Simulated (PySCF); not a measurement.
**Adding and removing an electron: RbBe**

PBE0; Rb x2c-SVPall, Be x2c-SVPall; spin-free X2C with a Gaussian nucleus (PySCF 2.14). Neutral (UKS): doublet (σ ↑), Re = 3.525 Å, ωe = 152 cm⁻¹, De = 0.30 eV, HOMO -2.94 eV, LUMO -1.23 eV.

RbBe⁺ (UKS): singlet (closed shell), Re = 3.666 Å, ωe = 117 cm⁻¹, De = 0.21 eV to Rb⁺ + Be. The energies at the minima are -2995.01888 hartree for RbBe and -2994.86025 for RbBe⁺.

(1) Work out the adiabatic ionisation energy, without and with harmonic zero-point energies (1 hartree = 27.2114 eV, 1 eV = 8065.5 cm⁻¹), and the change of the bond length.

Closed-shell solutions of metal pairs were not tested for spin polarisation, which can lower them a little. Weak bonds: RbBe, RbBe⁺. Basis-set superposition, not corrected here, can be much of De in a small basis, most of all at correlated wavefunction levels. For an ion De counts to the pair picked by the measured ionisation energies or electron affinities, which need not be the lowest pair at this level. States were picked by a PBE0 search and need not be the measured ground states.

## Answers

(1) At PBE0: 0.15863 hartree = 4.317 eV between the minima; the zero-point term (117.0 − 152.0)/2 cm⁻¹ = -0.002 eV makes it 4.314 eV. Re changes by +14.1 pm against the neutral. The electron leaves a σ orbital; in so polar a molecule the change of length follows mostly from the change of the ionic charges.
